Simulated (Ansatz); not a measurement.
C3H4O, SMILES `O=C1CC1` (charge 0, multiplicity 1).

Calculation: frozen-core CCSD(T)/cc-pVTZ // B3LYP-D3(BJ)/def2-TZVP (Ansatz, a quantum-chemistry and plane-wave program).

Ansatz 0.2 input:
```yaml
crystal:
  periodic: [false, false, false]
  atoms:
    - { symbol: O, position_ang: [2.114051, -0.062246, -0.185436] }
    - { symbol: C, position_ang: [0.92512, -0.02724, -0.081148] }
    - { symbol: C, position_ang: [-0.291989, 0.788371, -0.067771] }
    - { symbol: C, position_ang: [-0.321275, -0.770314, 0.121565] }
    - { symbol: H, position_ang: [-0.664814, 1.18689, -1.004289] }
    - { symbol: H, position_ang: [-0.500149, 1.403017, 0.800424] }
    - { symbol: H, position_ang: [-0.548139, -1.151176, 1.110684] }
    - { symbol: H, position_ang: [-0.712805, -1.367302, -0.694028] }
basis:
  gaussian: { orbitals: cc-pVTZ }
correlation:
  method: ccsd_t
```

Output:

```
Functional definition: HF
1010 factors; integrals over basis functions are off by at most 1.3e-3 eV
mean field evaluation 1: about -5188.8169 eV, gradient 3.6e1 eV
mean field evaluation 2: about -5188.8181 eV, gradient 3.6e1 eV
mean field evaluation 4: about -5191.7137 eV, gradient 4.9e0 eV
mean field evaluation 8: about -5191.7947 eV, gradient 5.1e-1 eV
mean field evaluation 16: about -5191.7135 eV, gradient 4.9e0 eV
mean field -5191.79697265 eV, -190.7950196186 hartree, gradient 4.8e-6 eV, S^2 0.000000; 0 other end points of the search recorded, 0 dependent functions left out
4 core orbitals not correlated
reference -5191.79697265 eV, -190.7950196186 hartree; 11, 11 occupied and 161, 161 virtual orbitals, 1010 factors
second order -19.47999024 eV of doubles, -0.00000000 eV of singles
cycle   1  -19.38096796 eV  change    9.9e-2 eV  update   1.1e-1
cycle   2  -19.88552757 eV  change   -5.0e-1 eV  update   3.4e-2
cycle   3  -20.01955121 eV  change   -1.3e-1 eV  update   1.7e-2
cycle   4  -20.00726079 eV  change    1.2e-2 eV  update   4.1e-3
cycle   5  -20.00739070 eV  change   -1.3e-4 eV  update   1.8e-3
cycle   6  -20.00816670 eV  change   -7.8e-4 eV  update   5.4e-4
cycle   7  -20.00786057 eV  change    3.1e-4 eV  update   2.3e-4
cycle   8  -20.00782863 eV  change    3.2e-5 eV  update   6.7e-5
cycle   9  -20.00785475 eV  change   -2.6e-5 eV  update   2.3e-5
perturbative correction -0.90466367 eV, -0.0332457768 hartree
Total energy: -5212.70949108 eV, -191.5635404958 hartree
```
